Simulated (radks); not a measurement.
Question: Excited configurations of neutral rubidium: one electron is placed in a higher orbital outside [Kr]. The ground configuration is [Kr] 5s1. Method: scalar-relativistic Kohn-Sham, PBE, spin-polarised, spherical densities, point nucleus; open shells are filled with parallel spins first (spin-orbit coupling, left out, can overturn this in heavy ions); computed with a radial shooting solver on a logarithmic mesh with Libxc functionals. Excitation = E - E(ground); binding = E(ion) - E, where the ion is the core of charge +1; n* = 1/sqrt(2 binding) in atomic units, and the quantum defect is n - n*.

outer orbital  excitation (eV)  binding (eV)     n*  quantum defect  eigenvalue (eV)  <r> (bohr)
4d                       2.298         1.993  2.613           1.387           -0.693       7.647
4f                       3.326         0.964  3.756           0.244           -0.481       16.75
5p                       1.541         2.750  2.224           2.776           -1.494       7.076
5d                       2.954         1.336  3.191           1.809           -0.720       13.90
6s                       2.321         1.969  2.629           3.371           -1.223       11.33
6p                       2.817         1.473  3.039           2.961           -0.891       14.41
7p                       3.377         0.914  3.859           3.141           -0.594       24.21

Estimate the row for 7d.

Answer: excitation (eV) 3.692; binding (eV) 0.598; n* 4.769; quantum defect 2.231; eigenvalue (eV) -0.396; <r> (bohr) 36.32. The Delta-SCF ionisation energy is 4.290 eV (NIST Atomic Spectra Database: 4.177 eV, measured). Self-interaction in the functional shifts the binding energies and quantum defects, so they are the method's values and not measured ones.
